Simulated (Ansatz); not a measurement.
Reaction (ligand exchange at the Si–O bond): `O[SiH2][SiH2]F` + H₂S → `F[SiH2][SiH2]S` + H₂O

Gas-phase electronic energies from Ansatz, PBE0-D4/def2-TZVP geometries. CCSD(T)/CBS is the MP2 limit (def2-TZVPP, def2-QZVPP) plus CCSD(T) − MP2 in def2-TZVPP, frozen cores. This one scheme is used for every species. DFT in def2-TZVPP. One conformer a species, not always the lowest.

Question: Is it downhill or uphill in electronic energy at CCSD(T)/CBS, and by how much? (Estimate.)

Answer: The calculation gave: Uphill: ΔE = +18.8 kJ/mol.

Question: What do these levels give: PBE-D4, ωB97X-V, ωB97M-V, MP2/def2-TZVPP, SCS-MP2/def2-TZVPP, HF/def2-QZVPP? (Best estimate.)

Answer: The calculation gave: PBE-D4 8.9, ωB97X-V 23.9, ωB97M-V 22.4, MP2/def2-TZVPP 20.4, SCS-MP2/def2-TZVPP 27.1, HF/def2-QZVPP 42.2 kJ/mol.

Largest T1 diagnostic among the species: 0.012.

In def2-TZVPP, CCSD(T) changes the Hartree–Fock value by −17.8 kJ/mol (the triples alone add −3.5 kJ/mol) and MP2 by −20.8 kJ/mol. The D4 term adds −6.5 kJ/mol with B3LYP and −3.5 kJ/mol with PBE0; it sums over pairs of atoms, weighted by their polarisabilities, and B3LYP, whose exchange is more repulsive, gets the larger term.

B3LYP here is the variant with VWN-RPA as its local correlation; programs differ in this.
